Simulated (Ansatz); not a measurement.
Reaction (redistribution): `[CH3][Sb]([CH3])[SH]` + `[NH2][Ga]([NH2])[OH]` → `[CH3][Sb]([NH2])[SH]` + `[CH3][Ga]([NH2])[OH]`

Program: Ansatz. Geometries: PBE0-D4/def2-TZVP. ΔE: electronic, gas phase. CCSD(T)/CBS adds triple-zeta CCSD(T) − MP2 to the extrapolated MP2 energy (def2 sets, frozen cores). Functionals use def2-TZVPP. B3LYP here is the variant with VWN-RPA as its local correlation; programs differ in this. Elements past krypton have def2 core potentials. For Ga, Sb outer-core shells are correlated without core-valence functions, which leaves a few kJ/mol of doubt a bond. Scalar relativity is left out up to krypton. One conformer a species, not always the lowest.

```csv
level,ΔE (kJ/mol)
B3LYP-D4,20.1
PBE0,21.3
CCSD/def2-TZVPP,28.9
CCSD/CBS(def2),26.7
```

Problem. What does CCSD(T)/CBS give? (An estimate is asked.)

Solution. The calculation gave: +25.6 kJ/mol. The listed levels differ from it by -5.5, -4.3, 3.3, 1.1 kJ/mol.

Largest T1 diagnostic among the species: 0.013.

From PBE to PBE0 (25 % exact exchange), in def2-TZVPP and without D4, ΔE moves by +5.7 kJ/mol.
